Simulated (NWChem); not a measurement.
Species: CH$_{4}$Cl$_{2}$OSn; SMILES C[O][SnH]([Cl])[Cl]

```xyz
9

Sn     0.0824    -0.5235     0.0000
Cl     0.9663     0.5806    -1.8939
Cl     0.9663     0.5806     1.8939
O     -1.8914    -0.2543     0.0000
C     -2.4156     1.0667     0.0000
H      0.4069    -2.2091     0.0000
H     -3.5230     0.9843     0.0000
H     -2.1149     1.6469    -0.9026
H     -2.1149     1.6469     0.9026
```
Atoms are numbered in this order, from 1.

Results from NWChem. The geometry was optimised at PBE-D3(BJ)/def2-SVP. No frequency run checked for a minimum. def2 effective core potentials on Sn; no spin-orbit coupling.

For level BLYP/def2-SVP:

highest occupied level (eV): -6.40
orbital gap (eV): 3.54
dipole (D): 1.05

Task: What are these values for level TPSSh/def2-SVP?

Result: The highest occupied level (eV) is -7.38. The orbital gap (eV) is 4.79 and the dipole (D) is 1.20.
